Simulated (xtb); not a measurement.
C$_{4}$H$_{5}$ (SMILES [CH]=CC=C), doublet, at a GFN2-xTB geometry; xtb with GFN0-xTB.

Here is a job for xtb.
```
$ xtb mol.xyz --gfn 0 --uhf 1 --opt --json

# file mol.xyz
9

C      0.60085967     1.81351297     0.01556469
C      0.61610420     0.51445077     0.00328056
C     -0.56525911    -0.35580246    -0.00191456
C     -0.48769899    -1.67890196    -0.01458395
H     -0.11254112     2.60487760     0.02484085
H      1.56076214    -0.02055891    -0.00416798
H     -1.52208225     0.14758648     0.00526689
H      0.45913300    -2.19376719    -0.02184815
H     -1.36930637    -2.29769393    -0.01817201
```

Problem. What does xtb print? Leave out banner, timings and long lists.

Solution. 
```
   ID    Z sym.   atoms
    1    6 C      1-4
    2    1 H      5-9

           -------------------------------------------------
          |                Calculation Setup                |
           -------------------------------------------------

           -------------------------------------------------
          |                 G F N 0 - x T B                 |
           -------------------------------------------------

          ...................................................
          :                      SETUP                      :
          :.................................................:
          :  # basis functions                  26          :
          :  # atomic orbitals                  26          :
          :  # shells                           18          :
          :  # electrons                        21          :
          :  electronic temp.          300.0000000     K    :
          :  accuracy                    1.0000000          :
          :  -> integral cutoff          0.2500000E+02      :
          :  -> integral neglect         0.1000000E-07      :
          ...................................................

         :::::::::::::::::::::::::::::::::::::::::::::::::::::
         ::                     SUMMARY                     ::
         :::::::::::::::::::::::::::::::::::::::::::::::::::::
         :: total energy             -11.097147267368 Eh    ::
         :: gradient norm              0.015368336186 Eh/a0 ::
         :: HOMO-LUMO gap              2.293861775460 eV    ::
         ::.................................................::
         :: H0 energy                -11.304425203442 Eh    ::
         :: repulsion energy           0.230047091274 Eh    ::
         :: electrostat energy        -0.020953059611 Eh    ::
         :: -> Gsolv                   0.000000000000 Eh    ::
         ::    -> Gsasa                0.000000000000 Eh    ::
         ::    -> Gshift               0.000000000000 Eh    ::
         :: dispersion energy         -0.001816095589 Eh    ::
         :: short-range corr.          0.000000000000 Eh    ::
         :: add. restraining           0.000000000000 Eh    ::
         :: total charge              -0.000000000000 e     ::
         :::::::::::::::::::::::::::::::::::::::::::::::::::::

      -----------------------------------------------------------
     |                   =====================                   |
     |                        A N C O P T                        |
     |                   =====================                   |
     |               Approximate Normal Coordinate               |
     |                Rational Function Optimizer                |
      -----------------------------------------------------------
      -----------------------------------------------------------
     |                   =====================                   |
     |                        A N C O P T                        |
     |                   =====================                   |
     |               Approximate Normal Coordinate               |
     |                Rational Function Optimizer                |
      -----------------------------------------------------------

          ...................................................
          :                      SETUP                      :
          :.................................................:
          :   optimization level            normal          :
          :   max. optcycles                   200          :
          :   ANC micro-cycles                  20          :
          :   degrees of freedom                21          :
          :.................................................:
          :   RF solver                   davidson          :
          :   write xtbopt.log                true          :
          :   linear?                        false          :
          :   energy convergence         0.5000000E-05 Eh   :
          :   grad. convergence          0.1000000E-02 Eh/α :
          :   maxmium RF displ.          1.0000000          :
          :   Hlow (freq-cutoff)         0.1000000E-01      :
          :   Hmax (freq-cutoff)         5.0000000          :
          :   S6 in model hess.         20.0000000          :
          ...................................................

generating ANC from exact Hessian ...
Using Lindh-Hessian (1995)
 Shifting diagonal of input Hessian by    3.6461337626648577E-003
 Lowest  eigenvalues of input Hessian
    0.000000    0.000000    0.000000    0.000000    0.000000    0.000000
    0.010000    0.016973    0.022825    0.042342    0.049900    0.051471
    0.105581    0.107274    0.120145    0.163863    0.193998    0.229491
 Highest eigenvalues
    0.909834    0.927450    1.261926    1.598124    1.829631    2.088368

........................................................................
.............................. CYCLE    1 ..............................
........................................................................
 * total energy  :   -11.0971473 Eh     change        0.0000000E+00 Eh
   gradient norm :     0.0153683 Eh/α   predicted     0.0000000E+00 (   0.00%)
   displ. norm   :     0.0390861 α      lambda       -0.2548918E-03
   maximum displ.:     0.0340736 α      in ANC's #5, #14, #3, ...

........................................................................
.............................. CYCLE    2 ..............................
........................................................................
 * total energy  :   -11.0973312 Eh     change       -0.1839131E-03 Eh
   gradient norm :     0.0056856 Eh/α   predicted    -0.1276385E-03 ( -30.60%)
   displ. norm   :     0.0579641 α      lambda       -0.1581546E-03
   maximum displ.:     0.0508797 α      in ANC's #5, #3, #14, ...

........................................................................
[...]
 * total energy  :   -11.0974305 Eh     change       -0.9935421E-04 Eh
 * total energy  :   -11.0974636 Eh     change       -0.3302943E-04 Eh
 * total energy  :   -11.0974809 Eh     change       -0.1730765E-04 Eh
 * total energy  :   -11.0974845 Eh     change       -0.3588513E-05 Eh
   *** GEOMETRY OPTIMIZATION CONVERGED AFTER 6 ITERATIONS ***
[...]
          :  # shells                           18          :
          :  # electrons                        21          :
          :  electronic temp.          300.0000000     K    :
          :  accuracy                    1.0000000          :
          :  -> integral cutoff          0.2500000E+02      :
          :  -> integral neglect         0.1000000E-07      :
          ...................................................

         :::::::::::::::::::::::::::::::::::::::::::::::::::::
         ::                     SUMMARY                     ::
         :::::::::::::::::::::::::::::::::::::::::::::::::::::
         :: total energy             -11.097484460262 Eh    ::
         :: gradient norm              0.000721298415 Eh/a0 ::
         :: HOMO-LUMO gap              2.425506581601 eV    ::
         ::.................................................::
         :: H0 energy                -11.302674672476 Eh    ::
         :: repulsion energy           0.227684120448 Eh    ::
         :: electrostat energy        -0.020673351798 Eh    ::
         :: -> Gsolv                   0.000000000000 Eh    ::
         ::    -> Gsasa                0.000000000000 Eh    ::
         ::    -> Gshift               0.000000000000 Eh    ::
         :: dispersion energy         -0.001820556436 Eh    ::
         :: short-range corr.          0.000000000000 Eh    ::
         :: add. restraining           0.000000000000 Eh    ::
         :: total charge               0.000000000000 e     ::
         :::::::::::::::::::::::::::::::::::::::::::::::::::::

           -------------------------------------------------
          |                Property Printout                |
           -------------------------------------------------

    * Orbital Energies and Occupations

         #    Occupation            Energy/Eh            Energy/eV
      -------------------------------------------------------------
         1        2.0000           -0.6449870             -17.5510
         2        2.0000           -0.6351778             -17.2841
         3        2.0000           -0.6015151             -16.3681
         4        2.0000           -0.5949041             -16.1882
         5        2.0000           -0.5510759             -14.9955
         6        2.0000           -0.5279544             -14.3664
         7        2.0000           -0.5078598             -13.8196
         8        2.0000           -0.4961541             -13.5010
         9        2.0000           -0.4785501             -13.0220
        10        2.0000           -0.4255477             -11.5797
        11        1.0000           -0.3752226             -10.2103 (HOMO)
        12                         -0.2860869              -7.7848 (LUMO)
        13                         -0.1901943              -5.1754
        14                         -0.1453225              -3.9544
        15                         -0.1266816              -3.4472
        16                         -0.1119948              -3.0475
        17                         -0.0910184              -2.4767
        18                         -0.0778606              -2.1187
        19                          0.0963452               2.6217
        20                          0.1601802               4.3587
        21                          0.1825441               4.9673
        22                          0.2438988               6.6368
       ...                                ...                  ...
        26                          0.6699118              18.2292
      -------------------------------------------------------------
                  HL-Gap            0.0891357 Eh            2.4255 eV
             Fermi-level            0.0000000 Eh            0.0000 eV

     #   Z          covCN         q      C6AA      α(0)
     1   6 C        1.914    -0.318    41.668    10.413
     2   6 C        2.892     0.019    29.073     8.812
     3   6 C        2.891    -0.057    31.018     9.102
     4   6 C        2.840    -0.350    40.082    10.342
     5   1 H        0.926     0.180     1.204     1.716
     6   1 H        0.925     0.101     1.772     2.082
     7   1 H        0.925     0.109     1.701     2.039
     8   1 H        0.925     0.158     1.342     1.812
     9   1 H        0.925     0.157     1.345     1.814

 Mol. C6AA /au·bohr⁶  :        887.625138
 Mol. C8AA /au·bohr⁸  :      22120.090744
 Mol. α(0) /au        :         48.132023

Wiberg/Mayer (AO) data.
largest (>0.10) Wiberg bond orders for each atom

 ---------------------------------------------------------------------------
     #   Z sym  total        # sym  WBO       # sym  WBO       # sym  WBO
 ---------------------------------------------------------------------------
     1   6 C    3.239 --     2 C    2.004     5 H    0.982     4 C    0.130
     2   6 C    3.979 --     1 C    2.004     3 C    1.009     6 H    0.947
     3   6 C    3.972 --     4 C    1.914     2 C    1.009     7 H    0.969
     4   6 C    3.992 --     3 C    1.914     8 H    0.976     9 H    0.973
                             1 C    0.130
     5   1 H    0.998 --     1 C    0.982
     6   1 H    0.988 --     2 C    0.947
     7   1 H    0.984 --     3 C    0.969
     8   1 H    0.983 --     4 C    0.976
     9   1 H    0.988 --     4 C    0.973
 ---------------------------------------------------------------------------

Topologies differ in total number of bonds
Writing topology from bond orders to xtbtopo.mol

 dipole moment from electron density (au)
     X       Y       Z
  -0.2692  -0.3216  -0.0023  total (Debye):    1.066

optimized geometry written to: xtbopt.xyz

           -------------------------------------------------
          | TOTAL ENERGY              -11.097484460262 Eh   |
          | GRADIENT NORM               0.000721298415 Eh/α |
          | HOMO-LUMO GAP               2.425506581601 eV   |
           -------------------------------------------------

normal termination of xtb
```
